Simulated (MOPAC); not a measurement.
MOPAC input (AM1):

```
AM1 PRECISE GNORM=0.05 LET XYZ UHF MS=0.5 GEO-OK AUX(PRECISION=9) THREADS=1
FOS

O    -1.21346200 1   -0.49365400 1    0.06991400 1
S    -0.11286200 1    0.45810300 1   -0.01665200 1
F     1.27927600 1   -0.37560200 1   -0.03254200 1
```

From the output:

```
                                                       MOPAC v23.2.5 Linux

          FINAL HEAT OF FORMATION =        -80.27994 KCAL/MOL =    -335.89127 KJ/MOL

          COSMO AREA              =         76.53 SQUARE ANGSTROMS
          COSMO VOLUME            =         59.13 CUBIC ANGSTROMS

          GRADIENT NORM           =          0.00639          =       0.00369 PER ATOM
          IONIZATION POTENTIAL    =          9.584732 EV
          ALPHA SOMO LUMO (EV)    =         -9.585  0.606
          BETA  SOMO LUMO (EV)    =        -11.198 -0.499
          NO. OF ALPHA ELECTRONS  =         10
          NO. OF BETA  ELECTRONS  =          9
          MOLECULAR WEIGHT        =         67.0578         POINT GROUP:  Cs

          MOLECULAR DIMENSIONS (Angstroms)

            Atom       Atom       Distance
            F     3    O     1     2.34922
            S     2    O     1     0.94421
            F     3    O     1     0.00000

          SCF CALCULATIONS        =         10

   ATOM   CHEMICAL          X               Y               Z
  NUMBER   SYMBOL      (ANGSTROMS)     (ANGSTROMS)     (ANGSTROMS)

     1       O         -1.15181570  *  -0.51737668  *   0.06860417  *
     2       S         -0.08914840  *   0.48541171  *  -0.01882965  *
     3       F          1.19189920  *  -0.38930723  *  -0.02851114  *

                             CARTESIAN COORDINATES

   1    O       -1.151815703    -0.517376685     0.068604172
   2    S       -0.089148404     0.485411710    -0.018829646
   3    F        1.191899195    -0.389307229    -0.028511138

           Empirical Formula: O S F  =     3 atoms

      MOLECULAR POINT GROUP   :   Cs

          ALPHA EIGENVALUES
 -49.37465 -37.09681 -21.09015 -17.69533 -17.67768 -16.61550 -14.81606 -13.65157
 -11.81799  -9.58473   0.60569   1.54428

           BETA EIGENVALUES
 -49.22303 -36.09831 -20.34732 -17.33081 -16.73082 -16.24847 -13.44617 -12.86217
 -11.19817  -0.49919   1.18719   2.34709

              NET ATOMIC CHARGES AND DIPOLE CONTRIBUTIONS

  ATOM NO.   TYPE          CHARGE      No. of ELECS.   s-Pop       p-Pop
    1          O          -0.629530        6.6295     1.93892     4.69061
    2          S           0.985638        5.0144     1.77640     3.23796
    3          F          -0.356108        7.3561     1.91716     5.43895
 DIPOLE           X         Y         Z       TOTAL
 POINT-CHG.     1.022     4.528    -0.248     4.649
 HYBRID        -0.078    -1.449     0.070     1.453
 SUM            0.944     3.080    -0.178     3.226

          ATOMIC ORBITAL ELECTRON POPULATIONS

     Atom    s        px        py        pz
    1  O   1.93892   1.48085   1.55990   1.64985
    2  S   1.77640   0.77060   1.07158   1.39578
    3  F   1.91716   1.64826   1.83915   1.95154

                    (SZ)    =    0.500000
                    (S**2)  =    0.753684

          ATOMIC ORBITAL SPIN POPULATIONS

    Atom   Total    s     px     py     pz
         Atomic
    1  O  0.3156  0.008 -0.026 -0.014  0.347
    2  S  0.6619  0.021  0.029  0.011  0.601
    3  F  0.0225  0.002 -0.019 -0.008  0.048

 **********************
 *                    *
 * JOB ENDED NORMALLY *
 *                    *
 **********************

 == MOPAC DONE ==
```

The geometry given is a B3LYP-D3(BJ)/def2-TZVP minimum.
